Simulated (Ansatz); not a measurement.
CH4O2SSi, SMILES `O[C@@H]1S[Si@@H]1O`. Total charge 0; spin multiplicity 1. The structure was optimised at the PBE0-D4/def2-TZVP level. It is one conformer, not always the lowest.

```xyz
9

O    -1.078    0.490   -1.168
C     0.252    0.393   -0.799
S     0.969   -1.379   -0.690
Si    0.581   -0.138    0.933
O    -0.679   -0.384    1.936
H    -1.166    0.290   -2.105
H     0.931    1.016   -1.379
H     1.688    0.379    1.752
H    -1.497   -0.667    1.519
```

Q: What is the dipole moment at PBE/def2-TZVPP? (An estimate is asked.)

A: Ansatz gave: 1.56 D, with components (-0.66, 0.79, -1.17) D in this frame, pointing from negative to positive charge.

Q: And with r2SCAN, B3LYP, ωB97M-V? (Best estimate.)

A: Ansatz gave: r2SCAN 1.59 D, B3LYP 1.49 D, ωB97M-V 1.45 D.

Q: Give the Mulliken charges with PBE, ωB97M-V, B3LYP in def2-TZVPP. (Estimate.)

A: Computed: 
```tsv
atom	PBE	ωB97M-V	B3LYP
O1	-0.28	-0.30	-0.32
C2	-0.02	-0.08	-0.01
S3	-0.25	-0.23	-0.28
Si4	0.43	0.47	0.52
O5	-0.34	-0.37	-0.38
H6	0.20	0.19	0.19
H7	0.12	0.14	0.13
H8	-0.05	-0.02	-0.06
H9	0.20	0.20	0.20
```

B3LYP here is the variant with VWN-RPA as its local correlation; programs differ in this.
